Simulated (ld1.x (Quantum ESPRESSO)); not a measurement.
**Which change was made? (Br, TM)**

```json
{
  "Element": "bromine",
  "Generator": "ld1.x (Quantum ESPRESSO) 7.5",
  "Type": "norm-conserving Troullier–Martins (Kleinman–Bylander form)",
  "Functional": "PBE",
  "Relativity": "scalar-relativistic",
  "Frozen core": "[Ar] 3d10",
  "Valence charge": "7",
  "Reference configuration": "4s2 4p3.5 (charge +1.5)",
  "Partial waves": "4p (bound): rc 1.15 bohr; 4d channel at -0.2 Ry: rc 1.15 bohr; 4s (bound): rc 1.00 bohr",
  "Local potential": "the s channel",
  "Core correction": "Bessel-smoothed model core inside 0.50 bohr"
}
```

Cutoffs, loose and tight: the cutoffs (Ry, on a coarse ladder) from which the occupation-weighted sum of valence levels, in a spherical-Bessel basis at the reference potential, stays within 10 and 1 mRy of its value at 400 Ry. They do not see the model core or the augmentation charge, which bear on the density cutoff. Test errors are all-electron minus pseudo excitation energies from the reference, over the configurations 4s2 4p5; 4s2 4p4; 4s2 4p3; 4s2 4p1; 4s2 4p2; 4s2 4p4.5; 4s2 4p5.3; variants that change the core or the reference have their own tests.

The base gives: outcome: generated; cutoff, loose: 200 Ry; cutoff, tight: over 300 Ry; bound ghosts: p, d; largest test error (meV): -80.

Task: After one change the result is: outcome: generated; cutoff, loose: 200 Ry; cutoff, tight: over 300 Ry; bound ghosts: p; largest test error (meV): -80. Which change was it?
A. type ultrasoft; waves now 4s (bound): rcut 0.85, rcutus 1.00 bohr; 4s channel at -2.35 Ry: rcut 0.85, rcutus 1.00 bohr; 4p (bound): rcut 1.00, rcutus 1.15 bohr; 4p channel at 3.35 Ry: rcut 1.00, rcutus 1.15 bohr; 4d channel at -0.2 Ry: rcut 1.00, rcutus 1.15 bohr; 4d channel at 2.65 Ry: rcut 1.00, rcutus 1.15 bohr; local potential all-electron potential smoothed inside 0.90 bohr (lloc = -1); augmentation PSQ, radius 0.95 bohr
B. wave 4d channel at -0.2 Ry: rc 1.15 bohr becomes 4d channel at 3.03 Ry: rc 1.15 bohr
C. wave 4p (bound): rc 1.15 bohr becomes 4p (bound): rc 1.62 bohr
D. all radii but the core radius scaled by about 1.20 (s 1.20, p 1.38, d 1.38 bohr)
E. wave 4d channel at -0.2 Ry: rc 1.15 bohr becomes 4d channel at -0.2 Ry: rc 1.38 bohr

Result: B. The others give: wave 4p (bound): rc 1.15 bohr becomes 4p (bound): rc 1.62 bohr → outcome: generated; cutoff, loose: 200 Ry; cutoff, tight: over 300 Ry; bound ghosts: p, d; largest test error (meV): -58 | all radii but the core radius scaled by about 1.20 (s 1.20, p 1.38, d 1.38 bohr) → outcome: generated; cutoff, loose: 60 Ry; cutoff, tight: 120 Ry; bound ghosts: p, d; largest test error (meV): -87 | type ultrasoft; waves now 4s (bound): rcut 0.85, rcutus 1.00 bohr; 4s channel at -2.35 Ry: rcut 0.85, rcutus 1.00 bohr; 4p (bound): rcut 1.00, rcutus 1.15 bohr; 4p channel at 3.35 Ry: rcut 1.00, rcutus 1.15 bohr; 4d channel at -0.2 Ry: rcut 1.00, rcutus 1.15 bohr; 4d channel at 2.65 Ry: rcut 1.00, rcutus 1.15 bohr; local potential all-electron potential smoothed inside 0.90 bohr (lloc = -1); augmentation PSQ, radius 0.95 bohr → outcome: failed: chargeps: negative rho | wave 4d channel at -0.2 Ry: rc 1.15 bohr becomes 4d channel at -0.2 Ry: rc 1.38 bohr → outcome: generated; cutoff, loose: 200 Ry; cutoff, tight: over 300 Ry; bound ghosts: d, p; largest test error (meV): -80.
